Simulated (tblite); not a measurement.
C4H10BFSi.
Atom-mapped SMILES: `[BH2:1][Si@@:2]1([CH2:3][CH3:4])[CH2:5][C@@H:6]1[F:7]` (hydrogens: H8, H9 on B1; H10, H11 on C3; H12, H13, H14 on C4; H15, H16 on C5; H17 on C6)

Computed with GFN2-xTB (tblite), gas phase: L-BFGS steps from a force-field or distance-geometry start until the largest atomic force falls under 0.01 eV/Å.

Step 34: E = -578.7877 eV
```
atom  x, y, z in Å  |  force x, y, z in eV/Å
B1     -1.1350    1.5960    1.5987   -0.009   0.064  -0.106
Si2    -0.5364    0.2254    0.4033    0.084   0.030   0.018
C3      1.0483    0.4319   -0.6624   -0.002   0.021   0.007
C4      2.3761    0.2667    0.0739   -0.030   0.012   0.020
C5     -1.0907   -1.6193    0.3807   -0.046   0.074  -0.062
C6     -1.7970   -0.7932   -0.6610   -0.006  -0.123  -0.002
F7     -1.4600   -1.0623   -1.9667   -0.061  -0.048   0.073
H8     -2.2605    1.8031    1.8499    0.076  -0.141   0.079
H9     -0.3489    2.3675    1.9977   -0.034   0.005   0.024
H10     1.0209   -0.2560   -1.5089    0.000  -0.016   0.012
H11     1.0319    1.4402   -1.0818   -0.023   0.024  -0.081
H12     3.2099    0.4379   -0.6049    0.001  -0.035  -0.016
H13     2.4744   -0.7308    0.4915   -0.011  -0.045   0.017
H14     2.4597    0.9864    0.8835   -0.030   0.018   0.075
H15    -0.4040   -2.3601   -0.0065   -0.017   0.061   0.011
H16    -1.7184   -2.0149    1.1676    0.039   0.043  -0.045
H17    -2.8770   -0.7065   -0.5914    0.070   0.057  -0.024
```

Step 35: E = -578.7902 eV
```
atom  x, y, z in Å  |  force x, y, z in eV/Å
B1     -1.1374    1.5982    1.5965    0.009   0.010  -0.108
Si2    -0.5361    0.2262    0.4045    0.103   0.028  -0.002
C3      1.0500    0.4320   -0.6617   -0.039   0.009   0.000
C4      2.3776    0.2661    0.0741   -0.053   0.021   0.021
C5     -1.0916   -1.6193    0.3783   -0.018   0.098  -0.031
C6     -1.7968   -0.7909   -0.6603   -0.003  -0.139  -0.015
F7     -1.4589   -1.0613   -1.9648   -0.062  -0.038   0.040
H8     -2.2609    1.7937    1.8599    0.051  -0.123   0.078
H9     -0.3510    2.3705    1.9892   -0.022   0.040   0.035
H10     1.0229   -0.2572   -1.5068   -0.007  -0.027   0.002
H11     1.0318    1.4389   -1.0848   -0.012   0.021  -0.064
H12     3.2100    0.4370   -0.6059    0.015  -0.028  -0.008
H13     2.4760   -0.7306    0.4928   -0.013  -0.058   0.011
H14     2.4580    0.9847    0.8842   -0.007   0.038   0.083
H15    -0.4042   -2.3602   -0.0082   -0.032   0.067   0.016
H16    -1.7196   -2.0104    1.1665    0.034   0.018  -0.032
H17    -2.8766   -0.7055   -0.5904    0.056   0.065  -0.027
```

Step 36: E = -578.7958 eV
```
atom  x, y, z in Å  |  force x, y, z in eV/Å
B1     -1.1463    1.6026    1.5886    0.054  -0.042  -0.040
Si2    -0.5322    0.2273    0.4104    0.087   0.011  -0.063
C3      1.0538    0.4304   -0.6586   -0.071  -0.011  -0.037
C4      2.3823    0.2649    0.0747   -0.066   0.025   0.039
C5     -1.0955   -1.6183    0.3716    0.056   0.093   0.078
C6     -1.7970   -0.7877   -0.6585    0.009  -0.082  -0.029
F7     -1.4553   -1.0517   -1.9596   -0.048  -0.040  -0.077
H8     -2.2631    1.7610    1.9001    0.059  -0.099   0.046
H9     -0.3607    2.3894    1.9547   -0.055   0.069   0.029
H10     1.0284   -0.2632   -1.4995   -0.026  -0.050  -0.015
H11     1.0337    1.4334   -1.0929    0.000   0.006  -0.019
H12     3.2121    0.4349   -0.6092    0.015  -0.009   0.026
H13     2.4845   -0.7311    0.4956   -0.030  -0.051  -0.009
H14     2.4570    0.9822    0.8864    0.037   0.056   0.072
H15    -0.4091   -2.3616   -0.0120   -0.042   0.071   0.016
H16    -1.7242   -1.9995    1.1618    0.020  -0.028   0.006
H17    -2.8750   -0.7011   -0.5902    0.001   0.081  -0.023
```

Step 37: E = -578.7989 eV
```
atom  x, y, z in Å  |  force x, y, z in eV/Å
B1     -1.1499    1.6039    1.5818    0.067  -0.083   0.008
Si2    -0.5291    0.2298    0.4085    0.036   0.009  -0.087
C3      1.0551    0.4313   -0.6602   -0.049  -0.016  -0.057
C4      2.3818    0.2649    0.0764   -0.046   0.016   0.040
C5     -1.0954   -1.6147    0.3695    0.084   0.061   0.130
C6     -1.7974   -0.7894   -0.6583    0.009   0.001  -0.045
F7     -1.4569   -1.0523   -1.9580   -0.034  -0.050  -0.135
H8     -2.2598    1.7471    1.9193    0.023  -0.096   0.025
H9     -0.3671    2.3920    1.9453   -0.024   0.115   0.027
H10     1.0314   -0.2654   -1.4984   -0.030  -0.055  -0.023
H11     1.0369    1.4326   -1.1004    0.002  -0.008   0.004
H12     3.2132    0.4323   -0.6074    0.002   0.006   0.052
H13     2.4838   -0.7326    0.4964   -0.044  -0.021  -0.015
H14     2.4539    0.9816    0.8899    0.049   0.037   0.041
H15    -0.4102   -2.3588   -0.0124   -0.023   0.052   0.008
H16    -1.7230   -1.9921    1.1609    0.004  -0.048   0.041
H17    -2.8741   -0.6982   -0.5898   -0.029   0.080  -0.015
```

**Question.** Estimate the geometry and energy of step 38. (The exact step hangs on the optimiser's Hessian estimate; all steps are aligned on step 37, rigid shifts and turns removed.)

**Answer.** E = -578.8027 eV, largest force 0.171 eV/Å
```
atom  x, y, z in Å  |  force x, y, z in eV/Å
B1     -1.1560    1.6038    1.5750    0.073  -0.038   0.114
Si2    -0.5232    0.2314    0.4090   -0.046   0.008  -0.099
C3      1.0568    0.4298   -0.6609    0.012  -0.019  -0.071
C4      2.3831    0.2650    0.0786   -0.012  -0.002   0.034
C5     -1.0958   -1.6102    0.3685    0.075   0.019   0.143
C6     -1.7971   -0.7891   -0.6584    0.009   0.084  -0.052
F7     -1.4566   -1.0474   -1.9579   -0.024  -0.062  -0.158
H8     -2.2582    1.7192    1.9560    0.085  -0.101  -0.031
H9     -0.3791    2.4106    1.9193   -0.076   0.082  -0.005
H10     1.0352   -0.2723   -1.4948   -0.032  -0.053  -0.027
H11     1.0409    1.4283   -1.1085   -0.001  -0.021   0.022
H12     3.2156    0.4303   -0.6063   -0.023   0.022   0.083
H13     2.4877   -0.7346    0.4970   -0.064   0.026  -0.018
H14     2.4547    0.9821    0.8938    0.049   0.003  -0.004
H15    -0.4160   -2.3574   -0.0146    0.012   0.030   0.006
H16    -1.7261   -1.9853    1.1579    0.002  -0.055   0.073
H17    -2.8728   -0.6921   -0.5904   -0.038   0.078  -0.010
```

The energy changes by -0.0038 eV. The first-order estimate −F·Δx gives -0.0054 eV and the mean of the old and new forces, exact on a quadratic surface, -0.0038 eV. The step makes an angle of 76° with the force vector and moves no atom by more than 0.046 Å.

The cost below is that of the whole relaxation. Time: 1.6 s wall. Hardware: Arm Neoverse N1, one thread, no GPU, shared host with 64 logical CPUs at a one-minute load of 59.
